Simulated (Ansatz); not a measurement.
Program: Ansatz. Geometries: PBE0-D4/def2-TZVP. ΔE: electronic, gas phase. CBS: MP2 limit from def2 TZ/QZ plus the TZ coupled-cluster correction, frozen cores. Functionals use def2-TZVPP. def2 core potentials past Kr. For Sb, Te outer-core shells are correlated without core-valence functions, which leaves a few kJ/mol of doubt a bond. Each species was taken in one conformer, which may not be the lowest.

Consider the formal exchange of groups at a Te–Sb bond: `[CH3][Sb]([OH])[TeH]` + `C=CC(=C)N` → `C=CC(=C)[TeH]` + `[CH3][Sb]([NH2])[OH]`.

`[CH3][Sb]([OH])[TeH]`:

Cartesian coordinates in Å:
```
C 0.106 -0.848 1.027
Sb -1.225 -0.151 -0.494
O -0.945 1.699 0.131
Te 0.621 -0.256 -2.562
H 0.464 -1.848 0.781
H 0.941 -0.150 1.088
H -0.426 -0.867 1.979
H -1.415 2.335 -0.415
H 1.878 0.088 -1.536
```

`C=CC(=C)N`:

Cartesian coordinates in Å:
```
C -0.078 1.219 -1.506
C 0.174 0.969 -0.223
C -0.014 -0.314 0.449
C 0.107 -0.395 1.783
N -0.377 -1.387 -0.352
H 0.096 2.202 -1.927
H -0.491 0.469 -2.172
H 0.553 1.763 0.412
H 0.308 0.493 2.366
H -0.023 -1.329 2.316
H 0.077 -1.407 -1.252
H -0.332 -2.282 0.108
```

`C=CC(=C)[TeH]`:

```xyz
11

C    -1.055   -0.758   -1.283
C    -0.429   -0.764   -0.110
C     0.282    0.341    0.513
C     0.779    0.244    1.749
Te    0.466    2.206   -0.471
H    -1.103    0.133   -1.900
H    -1.551   -1.647   -1.652
H    -0.421   -1.681    0.479
H     0.628   -0.665    2.327
H     1.336    1.043    2.220
H     1.067    1.549   -1.872
```

`[CH3][Sb]([NH2])[OH]`:

Cartesian coordinates in Å:
```
C 1.253 0.774 -0.290
Sb 0.107 -1.023 -0.438
N -0.906 -0.806 1.287
O -1.168 -0.062 -1.596
H 0.560 1.594 -0.095
H 1.981 0.694 0.519
H 1.773 0.962 -1.229
H -0.834 0.074 1.778
H -0.871 -1.580 1.932
H -1.895 -0.626 -1.869
```

CCSD(T)/CBS gives +74.8 kJ/mol.

(1) Another level gave +94.5 kJ/mol. Which?
A. r2SCAN-D4/def2-TZVPP
B. PBE0/def2-TZVPP
C. MP2/def2-TZVPP
D. ωB97M-V/def2-TZVPP

Largest T1 diagnostic among the species: 0.014.

## Answers

(1) A. r2SCAN-D4 94.5, ωB97M-V 82.9, MP2/def2-TZVPP 69.4, PBE0 98.9 kJ/mol.

In def2-TZVPP, CCSD(T) changes the Hartree–Fock value by −24.6 kJ/mol (the triples alone add −2.6 kJ/mol) and MP2 by −25.3 kJ/mol. The D4 term adds −3.2 kJ/mol with B3LYP and −1.5 kJ/mol with PBE0; it sums over pairs of atoms, weighted by their polarisabilities, and B3LYP, whose exchange is more repulsive, gets the larger term.

CCSD(T)/CBS has its own doubt, a few kJ/mol and more with outer-core shells, so smaller differences from it don't rank the levels.

B3LYP here is the variant with VWN-RPA as its local correlation; programs differ in this.
